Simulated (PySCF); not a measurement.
Isomers of C8H12ClF. Method used: PBE0-D3(BJ)/def2-SVP geometry optimisation, gas phase (PySCF). Energies are electronic, without zero-point or thermal terms, for one conformer each. No frequencies were run at this level. Point groups hold within 0.08 Å.

Question: Order them by energy at this level, lowest first, and give relative energies in kJ/mol.
A. `[F:1][C@@H:2]1[CH2:3][C@@H:4]2[CH2:5][CH2:6][C@@H:7]2[CH2:8][C@H:9]1[Cl:10]` with F1–C2–C3–C4 -154°, C2–C3–C4–C5 158°, C3–C4–C5–C6 -97°, C4–C5–C6–C7 -15°
B. `C[C@@H]1C[C@]2(Cl)C[C@H]1C[C@H]2F`

Answer: B (0.0), A (64.8).

As drawn, the higher has a four-membered ring, which the lower lacks.

| SMILES | E (Eh) | E rel (kJ/mol) | dipole (D) | point group | A, B, C (MHz) |
| --- | --- | --- | --- | --- | --- |
| C[C@@H]1C[C@]2(Cl)C[C@H]1C[C@H]2F | -871.09107 | 0.0 | 3.21 | C1 | 1740, 1025, 763.4 |
| F[C@@H]1C[C@@H]2CC[C@@H]2C[C@H]1Cl | -871.06638 | 64.8 | 1.47 | C1 | 1530, 969.4, 753.3 |
